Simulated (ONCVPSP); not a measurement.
# Building the ONCV potential for Be (PBE, scalar-relativistic).

```json
{
 "Element": "Be",
 "Generator": "ONCVPSP 4.0.1",
 "Type": "optimised norm-conserving Vanderbilt (ONCV)",
 "Functional": "PBE",
 "Relativity": "scalar-relativistic",
 "Frozen core": "[He]",
 "Valence charge": "2",
 "Reference configuration": "2s2",
 "Partial waves": "2s: rc 2.30 bohr, ncon 4, nbas 7, qcut 2.3 1/bohr, 1 projector; p scattering state at 0.26 Ha: rc 2.50 bohr, ncon 5, nbas 9, qcut 3.8 1/bohr, 3 projectors, debl 0.5 Ha; d scattering state at 0.07 Ha: rc 2.20 bohr, ncon 3, nbas 6, qcut 4.3 1/bohr, 2 projectors, debl 2.6 Ha",
 "Local potential": "polynomial inside 1.45 bohr (lpopt 4, dvloc0 1 Ha)",
 "Core correction": "Teter function fitted to the true core (icmod 2), fcfact 0.3"
}
```

In the p channel the program set the typed energies aside and used 0.050, 0.550, 1.050 Ha.

All-electron outer shells of the reference configuration (PBE, scalar-relativistic, ld1.x):

```tsv
shell	level (eV)	outermost node (bohr)	outermost maximum (bohr)
1s	-106.21	–	0.27
2s	-5.61	0.59	2.04
```

What the tests gave:

- Cutoffs needed: 7.2 Ha and 20 Ha (the cutoffs (Ha) at which the residual kinetic energy of the hardest occupied pseudo-wave falls to 1 and 0.1 mHa per electron)
- Ghost test: no bound ghost flagged; GHOST(+) flags only above 600 eV
- Largest excitation error: -20 meV (all-electron minus pseudo) for 2s0 2p2, out of 4 test configurations
- rms error of d²Exc/dni dnj: 1.62 mHa without and 0.53 mHa with the model core

Generation and tests took about 3.2 s on one core of a shared server CPU.
